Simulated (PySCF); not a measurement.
## C₆ coefficients of unlike pairs at PBE0

Calculated with PySCF 2.14 from the dipole response of each species, C₆(A,B) = (3/π) ∫ α_A(iu) α_B(iu) du, in atomic units, from isotropic polarisabilities. For ions this is the dispersion term alone; charge-induced terms of lower order in 1/R come first.

```json
{"species": "Si⁺", "configuration": "[Ne] 3s2 3p1 (2P)", "basis": "aug-cc-pV(Q+d)Z (7s6p5d3f2g)", "relativity": "none", "α (bohr³)": "19.07", "C₆ (like pair)": "100.9"}
{"species": "Os", "configuration": "[Xe] 4f14 5d6 6s2 (5D)", "basis": "aug-cc-pVDZ-PP with ECP60MDF (5s5p4d2f)", "relativity": "core potential", "α (bohr³)": "56.97", "C₆ (like pair)": "631.1"}
{"species": "Si", "configuration": "[Ne] 3s2 3p2 (3P)", "basis": "dyall-acv3z (19s12p6d4f)", "relativity": "spin-free X2C", "α (bohr³)": "39.74", "C₆ (like pair)": "325.3"}
{"species": "F⁺", "configuration": "[He] 2s2 2p4 (3P)", "basis": "aug-cc-pVDZ-DK (4s3p2d)", "relativity": "spin-free X2C", "α (bohr³)": "1.727", "C₆ (like pair)": "3.250"}
```

(1) Estimate C₆ for Si with Os.

No spin-orbit coupling is included.

The other pairs:

```csv
pair,C₆
"F⁺, Os",36.19
"F⁺, Si",24.44
"Os, Si⁺",249.9
"F⁺, Si⁺",14.67
"Si, Si⁺",179.6
```

## Answers

(1) The integral gives 450.9. The combination rule 2 C_A C_B / (C_A α_B/α_A + C_B α_A/α_B) gives 452.9 and the geometric mean 453.1.
